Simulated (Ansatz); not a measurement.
The cluster Si3S4⁻. The state is a doublet with charge -1. Geometry PBE-D4/def2-SVPD, basis def2-TZVPD, Ansatz.

Cartesian coordinates in Å:
```
Si 1.7200 -0.1952 1.0916
Si -0.5464 0.9948 -0.1519
Si 0.2479 -1.2775 -0.6210
S 1.4799 1.7886 0.0256
S -0.2565 -3.1419 -1.1845
S -2.1426 1.9577 -0.9299
S -0.5024 -0.1267 1.7700
```

```json
{"run": "A", "HOMO (eV)": "-1.94", "LUMO (eV)": "-1.11"}
{"run": "B", "HOMO (eV)": "-1.74", "LUMO (eV)": "-1.37"}
{"run": "C", "HOMO (eV)": "-5.01", "LUMO (eV)": "2.30"}
{"run": "D", "HOMO (eV)": "-2.67", "LUMO (eV)": "-0.64"}
{"run": "E", "HOMO (eV)": "-1.67", "LUMO (eV)": "-1.15"}
{"run": "F", "HOMO (eV)": "-2.42", "LUMO (eV)": "-0.78"}
```

B3LYP takes the VWN-RPA correlation. Another isomer (doublet) lies 0.71 eV lower at PBE0-D4/def2-TZVPD; other spin states weren't run for this one.

HOMO and LUMO are taken over both spins.

Q: The runs used B3LYP, HF, LDA (SPW92), PBE, PBE0, r2SCAN. Estimate which is which.

A: A r2SCAN (0 % exact exchange); B LDA (SPW92) (0 % exact exchange); C HF (100 % exact exchange); D PBE0 (25 % exact exchange); E PBE (0 % exact exchange); F B3LYP (20 % exact exchange). Exact exchange lowers occupied and raises empty levels; among semilocal functionals meta-GGAs tend to open the gap a little, and such runs are hard to tell apart. The gap grows from 0.37 eV (LDA (SPW92)) to 7.31 eV (HF).
